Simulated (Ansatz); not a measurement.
`O=[CH][GeH2][AlH2]` + CH₃OH → `C[O][AlH2]` + `O=[CH][GeH3]` at 400 K and 1 bar (cleavage of the Al–Ge bond).

Isolated molecules relaxed with PBE0-D4/def2-TZVP in Ansatz; ΔE leaves out vibrations. CCSD(T)/CBS adds triple-zeta CCSD(T) − MP2 to the extrapolated MP2 energy (def2 sets, frozen cores). This one scheme is used for every species. For Ge outer-core shells are correlated without core-valence functions, which leaves a few kJ/mol of doubt a bond. Scalar relativity is left out up to krypton. One conformer a species, not always the lowest.

```
             species  CCSD(T)/CBS energy (Eh)  H − E (kJ/mol)  S (J/(mol·K))
`O=[CH][GeH2][AlH2]`              -2434.30864           157.3          407.8
               CH₃OH               -115.61712           151.2          252.6
        `C[O][AlH2]`               -358.26893           169.9          320.8
      `O=[CH][GeH3]`              -2191.69659           130.5          326.2
```

H − E and S are ideal-gas, rigid-rotor, harmonic terms from PBE0-D4/def2-TZVP, for one conformer and one mirror image of each species. 1 Eh = 2625.50 kJ/mol, R = 8.31446 J/(mol·K).

Task: By hand: ΔE, ΔH, ΔS and ΔG.

Result: ΔE = (-358.26893) + (-2191.69659) − (-2434.30864) − (-115.61712) = -0.03976 Eh = -104.4 kJ/mol. Δ(H − E) = 169.9 + 130.5 − 157.3 − 151.2 = -8.1, so ΔH = -112.5 kJ/mol. ΔS = 320.8 + 326.2 − 407.8 − 252.6 = -13.4 J/(mol·K). ΔG = -112.5 − 400 × (-13.4)/1000 = -107.1 kJ/mol.

Task: By hand: the equilibrium constant, and the temperature at which ΔG would vanish if ΔH and ΔS stayed fixed.

Result: log₁₀ K = −ΔG/(RT ln 10) = 14.0. ΔG = 0 at ΔH/ΔS = 8396 K, far beyond where these terms or the molecules hold.

The number of gas molecules stays the same, so ΔS is small and ΔH decides. A doubt of 5 kJ/mol in ΔE shifts log₁₀ K by 0.7 here. Other conformers and mirror images would add mixing entropy, several J/(mol·K) or more a flexible species. Modes under 60 cm⁻¹, often nearly free rotors, make the harmonic entropy too high. These are equilibria of isolated gas molecules and say nothing of rates. Largest T1 diagnostic: 0.015 (customary marks: 0.02 for closed shells, 0.045 for open ones).
